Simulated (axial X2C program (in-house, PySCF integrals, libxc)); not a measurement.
CrH⁺: bond constants with and without spin–orbit coupling

All values were computed with an axial X2C code built on PySCF integrals. Spin-free means the one-electron spin-free X2C Hamiltonian; two-component (2c) means X2C with spin–orbit coupling and atomic mean-field two-electron Coulomb and Gaunt terms, so the difference of the two also holds small scalar two-electron terms. Basis: Cr dyall-cv3z [9s10p6d3f2g], H dyall-v3z [6s2p1d] (cores contracted in-house); Gaussian nuclei, density fitting, unrestricted open shells. Masses: Cr 51.941 u, H 1.008 u.

The run was started with this input:
```json
{
 "zs": [
  24,
  1
 ],
 "q": 1,
 "bas": [
  "dyall-cv3z",
  "dyall-v3z"
 ],
 "levels": [
  "PBE0",
  "HF",
  "PBE"
 ],
 "cc": true,
 "r0": 1.54,
 "thr": -2.0,
 "nmax": 90,
 "npts": 10,
 "nst": 2,
 "ntry": 6
}
```
```bash
python so2c.py task.json out
```

Keys: zs atomic numbers; q charge; bas basis sets; levels methods; cc coupled cluster on or off; r0 starting distance in Å; thr threshold in hartree for freezing inner shells (an s shell follows its p shell); nmax most natural virtual spinors; npts points on the curve; nst determinants followed; ntry starts of the search. HF also brings MP2.

State, spin-free: M_S = 2, Λ = 0 (beyond evenly filled blocks: π+α, π-α, δ+α, δ-α); electrons by block: σα: 6, σβ: 6, π+α: 3, π+β: 2, π-α: 3, π-β: 2, δ+α: 1, δ-α: 1. Fragments: Cr+ + H.

State, 2c: Ω = 2 (⟨Sz⟩ = 2.00, ⟨Lz⟩ = 0.00 at PBE0); electrons by block: 1/2: 8, -1/2: 9, 3/2: 3, -3/2: 3, 5/2: 1. Fragments: Cr+ + H.

```tsv
Hamiltonian	level	Re (Å)	ωe (cm⁻¹)	ωexe (cm⁻¹)	αe (cm⁻¹)	De (eV)	D0 (eV)	k (mdyn/Å)	μ (D)
2c	PBE0	1.597	1817.9	42.6	0.205	1.48	1.37	1.93	-2.29
2c	HF	1.655	1822.4	n/a	0.143	0.580	0.467	1.93	-3.74
2c	MP2	1.590	1949.0	n/a	0.136	1.06	0.939	2.21	n/a
2c	CCSD	1.604	1895.5	21.9	0.142	1.38	1.27	2.09	n/a
2c	CCSD(T)	1.602	1895.9	21.3	0.143	1.42	1.30	2.09	n/a
2c	PBE	1.597	1793.8	40.2	0.208	1.76	1.65	1.87	-1.94
```

Spin-free values that have a 2c row agree with it to the digits that matter (0.001 Å, 0.01 eV) and are not repeated.

Correlated methods: 6 electrons correlated (number of frozen shells: Cr 3 s, 2 p; H none), 196 virtual spin orbitals or spinors in MP2, 73 natural virtuals in coupled cluster.

Dipoles are positive if H is the positive end and refer to the centre of mass.

Occupations by symmetry block were frozen at the best pattern of an incomplete PBE0 search. De is counted from the lowest determinant-based energies of the atoms at the same level, without counterpoise correction. Density functionals use the spin component along the axis (collinear). CCSD and (T) use frozen natural virtuals with an MP2 correction for the truncation; (T) itself is uncorrected, so its De runs slightly low. With several unpaired electrons one determinant need not be a pure state. Open-shell Ω = 0 determinants with evenly filled partner blocks cannot be reached by this program, so the Ω shown need not be the lowest component. The determinant is spin-polarised beyond a pure state at some levels (its spin-free form has ⟨S²⟩ too high), which makes Re and μ there less reliable. The T1 diagnostic is large, a sign of multireference character.

Rough cost a point (2c) on 1 thread(s) of a shared host, integrals apart: PBE0 0.27 s, HF 0.18 s, CCSD(T) 1.1 s, PBE 0.2 s.

The whole task took 57 s on 1 thread of Arm Neoverse V1, with other jobs on the host.
